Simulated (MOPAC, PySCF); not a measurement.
F3In, SMILES `[F][In]([F])[F]`, neutral singlet in the gas phase. 

Cartesian coordinates (Å):
SMILES: [F][In]([F])[F]
```xyz
4

F      1.7264    -0.8334    -0.0394
In     0.0002     0.0001     0.0000
F     -0.1418     1.9118     0.0313
F     -1.5849    -1.0785     0.0081
```
Charge 0, multiplicity 1.

All levels are single points at this geometry (CAM-B3LYP-D3(BJ)/def2-TZVP); Pople sets use spherical d functions. Orbital energies aren't observables, and empty levels follow the basis.

| level | HOMO (eV) | LUMO (eV) | gap (eV) | dipole (D) | vertical IE, Delta-SCF (eV) |
|---|---|---|---|---|---|
| CAM-B3LYP-D3(BJ)/def2-TZVP in PySCF | -12.72 | -2.50 | 10.23 | 0.00 | 14.03 |
| B3LYP/6-311+G** (LANL2DZ on In) in PySCF | -11.19 | -3.79 | 7.40 | 0.00 | – |
| B3LYP/6-31G* (LANL2DZ on In) in PySCF | -10.06 | -2.84 | 7.22 | 0.00 | 12.92 |
| BP86/6-31G* (LANL2DZ on In) in PySCF | -8.44 | -3.57 | 4.87 | 0.00 | – |
| M06-2X/6-31G* (LANL2DZ on In) in PySCF | -12.52 | -1.60 | 10.92 | 0.00 | – |
| PBE/6-31G* (LANL2DZ on In) in PySCF | -8.32 | -3.51 | 4.81 | 0.00 | – |
| HF/6-31G* (LANL2DZ on In) in PySCF | -15.90 | 0.64 | 16.54 | 0.00 | 14.89 |
| AM1 in MOPAC | -13.17 | -2.67 | 10.50 | 0.00 | – |
| PM6 in MOPAC | -14.58 | -1.52 | 13.06 | 0.00 | – |
